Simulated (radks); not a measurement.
Results of a calculation; reference values are marked as such.
The mean radii <r> (bohr) of the occupied orbitals of an atom or ion are listed with their occupations. Code: a radial shooting solver on a logarithmic mesh with Libxc functionals. Model: scalar-relativistic Kohn-Sham, revPBE, spin-unpolarised, spherical densities, finite nucleus; Fermi nuclear charge, rms radius of each element as measured or else 0.836 A^(1/3) + 0.57 fm.

orbital  occ.      <r>
1s          2  0.01573
2p          1  0.05731

Name the element and its charge.

Answer. Z = 83, bismuth, charge +80: Bi80+ in [He] 2p1. The 1s radius gives Z: for a bare nucleus <r> = (2 gamma + 1)/(2Z) with gamma = sqrt(1 - (Z/c)^2), 0.01561 bohr for Z = 83, and screening makes it slightly larger (0.01573 here). The occupations add up to 3, and the charge is Z minus that.
